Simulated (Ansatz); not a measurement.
Mulliken charges of `N[Si]1(Cl)OCS1` from B3LYP/def2-TZVPP in Ansatz (PBE0-D4/def2-TZVP geometry).

```tsv
atom	x (Å)	y (Å)	z (Å)	charge (e)
N1	-0.540	-1.861	-0.341	-0.379
Si2	-0.210	-0.412	0.438	0.675
Cl3	-0.253	-0.880	2.428	-0.243
O4	1.176	0.392	0.019	-0.382
C5	0.613	1.656	-0.299	0.043
S6	-1.205	1.357	-0.155	-0.259
H7	-0.642	-1.936	-1.338	0.153
H8	-0.659	-2.728	0.152	0.157
H9	0.931	2.416	0.416	0.116
H10	0.871	1.947	-1.317	0.119
```

By hand: the dipole of these point charges (1 e Å = 4.8032 D).

Σ q r = (0.024, -0.001, -0.434) e Å, of length 0.435 e Å = 2.09 D.

How does the dipole of the full density compare? (Estimate.)

The calculation gave: (-0.028, -0.183, -0.355) e Å, 1.92 D; the point charges give 1.09 times that, at 28° from its direction.

Point charges leave out the atoms' own dipoles, such as those of lone pairs, and Mulliken's split depends on the basis, so the two needn't agree.

B3LYP here is the variant with VWN-RPA as its local correlation; programs differ in this.
